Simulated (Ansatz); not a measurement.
The cluster Ge3Te7. Total charge 0; singlet. Geometry PBE-D4/def2-SVP; atoms count from 1.

```xyz
10

Ge    0.606    1.287    0.038
Ge   -3.341    2.291   -0.609
Ge    0.840   -2.216    0.197
Te   -3.227    0.182    0.845
Te    1.569   -0.477   -1.727
Te   -0.309   -3.066   -1.859
Te    3.109    1.588   -0.048
Te    2.229   -2.319    2.241
Te   -0.566   -0.450    1.774
Te   -0.907    3.179   -0.851
```

In the def2 sets Te takes a core potential; there is no spin–orbit coupling. Another isomer (singlet) lies 0.76 eV lower at PBE0-D4/def2-SVP; other spin states weren't run for this one.

Question: Estimate the Mulliken populations from the PBE0/def2-SVP orbitals of Ansatz.

Answer: 
```csv
atom,charge (e)
Ge1,0.09
Ge2,0.19
Ge3,0.10
Te4,-0.14
Te5,0.12
Te6,-0.15
Te7,-0.10
Te8,-0.17
Te9,0.12
Te10,-0.07
```
Mulliken values and Mayer orders depend strongly on the basis.

Question: And the Mayer bond orders between bonded heavy atoms (over 0.3)?

Answer: Ge1–Te5 0.81 (2.67 Å); Ge1–Te7 1.15 (2.52 Å); Ge1–Te9 0.73 (2.72 Å); Ge1–Te10 0.96 (2.58 Å); Ge2–Te4 1.29 (2.56 Å); Ge2–Te10 1.12 (2.60 Å); Ge3–Te5 0.69 (2.69 Å); Ge3–Te6 1.15 (2.50 Å); Ge3–Te8 1.25 (2.47 Å); Ge3–Te9 0.64 (2.75 Å); Te4–Te9 0.77 (2.89 Å); Te5–Te6 0.50 (3.20 Å); Te5–Te7 0.60 (3.08 Å). Values over 0.3 also appear between atoms too far apart for a bond (Te8–Te9 0.33 at 3.39 Å); they arise where an orbital or an unpaired electron spreads over both atoms.
